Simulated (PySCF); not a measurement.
BrCl, SMILES ClBr (connectivity only; charge and spin as stated), charge +1, multiplicity 2. Coordinates come from a r2SCAN-D4/def2-TZVP optimisation. The spin state was assumed, not searched.

Computed with r2SCAN-D4/def2-TZVP (PySCF 2.14.0).

Harmonic wavenumbers (cm⁻¹): 506. Rotational constants (GHz): 4.877 (linear); symmetry number 1.

### Question
Work out the zero-point energy and the ideal-gas rigid-rotor harmonic-oscillator thermochemistry at 298.15 K and 1 atm.

### Answer
ZPE = ½ Σ hcν = ½ × 506 cm⁻¹ = 3.03 kJ/mol. H − E(el) = 12.28 kJ/mol. Entropy in J/(mol K): translation 167.96, rotation 67.76, vibration 2.69, spin 5.76, total 244.17. G − E(el) = -60.52 kJ/mol. Cp = 34.27 J/(mol K).
